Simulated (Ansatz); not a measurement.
`CCC(CC(C)c1ccc(I)cc1)c1ccc(OC(C)(C)C)cc1`, 53 atoms. Hardware: 8 threads of AMD EPYC on a shared host.

In the def2 sets I takes a core potential; there is no spin–orbit coupling. Single mean-field runs in def2-SVP, def2-TZVP are fitted with def2-universal-jkfit.

**Question.** How many basis functions does each of these Ansatz runs have, and roughly what does it cost? PBE-D4/def2-SVP, charge 0 singlet, energy, from earlier orbitals; B3LYP-D4/def2-SVP, charge 0 singlet, energy, from earlier orbitals; PBE-D4/def2-SVP, charge -1 doublet at the geometry of the charge 0 singlet, energy, from earlier orbitals; PBE-D4/def2-SVP, charge 0 triplet at the geometry of the charge 0 singlet, energy, from earlier orbitals; PBE0-D4/def2-SVP, charge 0 triplet at the geometry of the charge 0 singlet, energy; PBE-D4/def2-SVP, charge -1 doublet, energy, from earlier orbitals; HF/STO-3G, charge 0 singlet, energy; B3LYP-D4/def2-SVP, charge 1 doublet at the geometry of the charge 0 singlet, energy, from earlier orbitals; PBE0-D4/def2-SVP, charge -1 doublet at the geometry of the charge 0 singlet, energy; PBE0-D4/def2-SVP, charge 1 doublet at the geometry of the charge 0 singlet, energy; PBE0-D4/def2-TZVP, charge 0 singlet, energy, from earlier orbitals; B3LYP-D4/def2-SVP, charge -1 doublet at the geometry of the charge 0 singlet, energy, from earlier orbitals.

**Answer.** Other jobs shared the machine, so times can vary by a factor of up to 3.

```csv
run,functions,fitting or Cholesky vectors,wall time,peak host memory (GiB)
"HF/STO-3G, charge 0 singlet, energy",171,2370,8.6 s,1
"PBE-D4/def2-SVP, charge 0 singlet, energy, from earlier orbitals",493,2467,16 s,2
"B3LYP-D4/def2-SVP, charge 0 singlet, energy, from earlier orbitals",493,2467,48 s,2.8
"PBE-D4/def2-SVP, charge -1 doublet, energy, from earlier orbitals",493,2467,58 s,2.2
"PBE-D4/def2-SVP, charge 0 triplet at the geometry of the charge 0 singlet, energy, from earlier orbitals",493,2467,59 s,2.3
"PBE-D4/def2-SVP, charge -1 doublet at the geometry of the charge 0 singlet, energy, from earlier orbitals",493,2467,70 s,2.3
"B3LYP-D4/def2-SVP, charge 1 doublet at the geometry of the charge 0 singlet, energy, from earlier orbitals",493,2467,89 s,3.9
"PBE0-D4/def2-SVP, charge 1 doublet at the geometry of the charge 0 singlet, energy",493,2467,1.9 min,4
"PBE0-D4/def2-SVP, charge 0 triplet at the geometry of the charge 0 singlet, energy",493,2467,2.2 min,4.1
"PBE0-D4/def2-TZVP, charge 0 singlet, energy, from earlier orbitals",937,2467,2.3 min,8.2
"B3LYP-D4/def2-SVP, charge -1 doublet at the geometry of the charge 0 singlet, energy, from earlier orbitals",493,2467,2.9 min,3.9
"PBE0-D4/def2-SVP, charge -1 doublet at the geometry of the charge 0 singlet, energy",493,2467,4.5 min,4.1
```
